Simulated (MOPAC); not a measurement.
MOPAC input (PM7):

```
PM7 PRECISE GNORM=0.05 LET XYZ UHF MS=0.5 GEO-OK AUX(PRECISION=9) THREADS=1
C4H5GeS

Ge   -1.71826900 1    0.06931500 1   -0.06733700 1
C     0.22282400 1    0.20738900 1   -0.02244700 1
C     0.96497200 1    1.35826100 1   -0.16351400 1
C     2.33990500 1    1.07086100 1   -0.07621100 1
C     2.70393300 1   -0.20871200 1    0.12032100 1
S     1.25297300 1   -1.16291500 1    0.20939100 1
H    -2.24687900 1   -0.49479500 1    1.26156800 1
H    -2.25797300 1    1.48988300 1   -0.29004900 1
H    -2.16422800 1   -0.85162800 1   -1.21477800 1
H     0.53993200 1    2.33843600 1   -0.31894000 1
H     3.67638400 1   -0.66014700 1    0.21782800 1
```

From the output:

```
                                                       MOPAC v23.2.5 Linux

          FINAL HEAT OF FORMATION =        101.59041 KCAL/MOL =     425.05425 KJ/MOL

          COSMO AREA              =        149.79 SQUARE ANGSTROMS
          COSMO VOLUME            =        147.68 CUBIC ANGSTROMS

          GRADIENT NORM           =          0.01827          =       0.00551 PER ATOM
          IONIZATION POTENTIAL    =          9.037881 EV
          ALPHA SOMO LUMO (EV)    =         -9.135 -0.522
          BETA  SOMO LUMO (EV)    =         -9.038 -0.675
          NO. OF ALPHA ELECTRONS  =         16
          NO. OF BETA  ELECTRONS  =         15
          MOLECULAR WEIGHT        =        157.7335         POINT GROUP:  Cs

          MOLECULAR DIMENSIONS (Angstroms)

            Atom       Atom       Distance
            H    11    H     8     6.35599
            H    10    H     7     4.01505
            H     9    H     7     2.36161

          SCF CALCULATIONS        =         32

   ATOM   CHEMICAL          X               Y               Z
  NUMBER   SYMBOL      (ANGSTROMS)     (ANGSTROMS)     (ANGSTROMS)

     1      Ge         -1.66667326  *   0.06795738  *  -0.06541928  *
     2       C          0.19741688  *   0.24504304  *  -0.02872346  *
     3       C          0.94075104  *   1.38257807  *  -0.16782264  *
     4       C          2.29807807  *   1.02623919  *  -0.07117920  *
     5       C          2.70706728  *  -0.22383111  *   0.12260511  *
     6       S          1.19795124  *  -1.15851911  *   0.20692128  *
     7       H         -2.15950444  *  -0.50560267  *   1.25596389  *
     8       H         -2.30127150  *   1.43515332  *  -0.28360827  *
     9       H         -2.07751228  *  -0.85959403  *  -1.20065800  *
    10       H          0.58291367  *   2.38676317  *  -0.32446904  *
    11       H          3.67995084  *  -0.65594060  *   0.21734018  *

                             CARTESIAN COORDINATES

   1   Ge       -1.666673257     0.067957384    -0.065419280
   2    C        0.197416879     0.245043042    -0.028723458
   3    C        0.940751037     1.382578067    -0.167822638
   4    C        2.298078066     1.026239187    -0.071179197
   5    C        2.707067281    -0.223831105     0.122605110
   6    S        1.197951243    -1.158519114     0.206921277
   7    H       -2.159504441    -0.505602671     1.255963886
   8    H       -2.301271503     1.435153325    -0.283608273
   9    H       -2.077512283    -0.859594030    -1.200658005
  10    H        0.582913671     2.386763167    -0.324469037
  11    H        3.679950845    -0.655940602     0.217340179

           Empirical Formula: C4 H5 Ge S  =    11 atoms

      MOLECULAR POINT GROUP   :   Cs

          ALPHA EIGENVALUES
 -31.33509 -24.96815 -23.94113 -19.42507 -18.34422 -17.47993 -15.21045 -14.29887
 -13.78350 -12.21076 -12.10064 -11.83222 -11.54507  -9.84476  -9.70666  -9.13536
  -0.52190  -0.43138  -0.01584   0.25162   0.63902   0.80143   1.01579   1.07360
   1.20211   1.64107   2.00260   2.56482   4.39962   4.43589   5.10609   5.39938
   5.90682   6.04145

           BETA EIGENVALUES
 -31.24967 -24.88344 -23.59996 -19.33101 -18.25159 -17.29505 -14.82009 -14.21031
 -13.66320 -12.06107 -11.99003 -11.75127 -11.29657  -9.88519  -9.03788  -0.67499
  -0.53836  -0.31838   0.06949   0.52158   0.73563   0.88258   1.02847   1.08776
   1.24247   1.87631   2.15925   2.62160   4.43992   4.57427   5.29159   5.38733
   5.89580   6.10666

              NET ATOMIC CHARGES AND DIPOLE CONTRIBUTIONS

  ATOM NO.   TYPE          CHARGE      No. of ELECS.   s-Pop       p-Pop       d-Pop
    1         Ge          -0.136962        4.1370     0.97734     3.15962
    2          C          -0.309885        4.3099     1.11326     3.19662
    3          C          -0.164603        4.1646     1.08009     3.08451
    4          C           0.013020        3.9870     1.19900     2.78798
    5          C          -0.318228        4.3182     1.11187     3.20636
    6          S           0.218545        5.7815     1.87866     3.77468     0.12812
    7          H           0.107363        0.8926     0.89264
    8          H           0.111865        0.8881     0.88814
    9          H           0.107363        0.8926     0.89264
   10          H           0.178689        0.8213     0.82131
   11          H           0.192833        0.8072     0.80717
 DIPOLE           X         Y         Z       TOTAL
 POINT-CHG.    -2.190    -0.804     0.043     2.334
 HYBRID         0.504     0.626    -0.073     0.807
 SUM           -1.686    -0.178    -0.031     1.696

          ATOMIC ORBITAL ELECTRON POPULATIONS

     Atom    s        px        py        pz      x^2-y^2     xz        z^2       yz        xy
    1 Ge   0.97734   0.89291   1.13442   1.13229
    2  C   1.11326   1.07973   1.01163   1.10527
    3  C   1.08009   0.98367   1.06747   1.03337
    4  C   1.19900   0.91592   0.93350   0.93855
    5  C   1.11187   1.05637   1.00649   1.14350
    6  S   1.87866   0.89611   1.14725   1.73133   0.02376   0.02598   0.02000   0.00518   0.05319
    7  H   0.89264
    8  H   0.88814
    9  H   0.89264
   10  H   0.82131
   11  H   0.80717

                    (SZ)    =    0.500000
                    (S**2)  =    0.794549

          ATOMIC ORBITAL SPIN POPULATIONS

    Atom   Total    s     px     py     pz   x^2-y^2  xz     z^2    yz     xy
         Atomic
    1 Ge -0.0101 -0.001 -0.004 -0.002 -0.003
    2  C  0.1360  0.013  0.011  0.016  0.096
    3  C -0.0986  0.000 -0.006 -0.009 -0.084
    4  C  1.0532  0.136  0.351  0.414  0.152
    5  C -0.2077 -0.005 -0.026 -0.025 -0.152
    6  S  0.1016 -0.001  0.063  0.050 -0.008  0.001 -0.001 -0.002  0.000 -0.000
    7  H  0.0037  0.004
    8  H  0.0014  0.001
    9  H  0.0037  0.004
   10  H  0.0065  0.006
   11  H  0.0104  0.010

 **********************
 *                    *
 * JOB ENDED NORMALLY *
 *                    *
 **********************

 == MOPAC DONE ==
```

The geometry given is a B3LYP-D3(BJ)/def2-TZVP minimum.
